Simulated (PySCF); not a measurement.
## Ionisation energy of N³⁺ by level of theory

N³⁺ [He] 2s2 → N⁴⁺ [He] 2s1 [2s1/2^1, M_J = 1/2], as a difference of total energies. All numbers are calculated (PySCF 2.14, the two-component X2C-1e Hamiltonian, in an uncontracted even-tempered set (18 s from 0.21 bohr⁻², ratio 2.4; 10 p from 0.27 bohr⁻², ratio 2.4; 5 d from 1.1 bohr⁻², ratio 2.6; 5 f from 1.7 bohr⁻², ratio 2.6)). Correlated levels: nothing frozen; the 24 highest virtual spinors dropped. "Screened" scales the spin-orbit matrix elements by Boettger's factors to mimic the two-electron term; Breit and QED terms are absent.

```json
{"method": "GHF (screened spin-orbit)", "ionisation energy (eV)": "75.022", "error (eV)": "-2.452"}
{"method": "GMP2 (screened spin-orbit)", "ionisation energy (eV)": "76.554", "error (eV)": "-0.920"}
```

Reference: 77.474 eV (measured; NIST Atomic Spectra Database, ionization energies).

MP2 underrates the near-degeneracy of ns² with np² in the lower species.
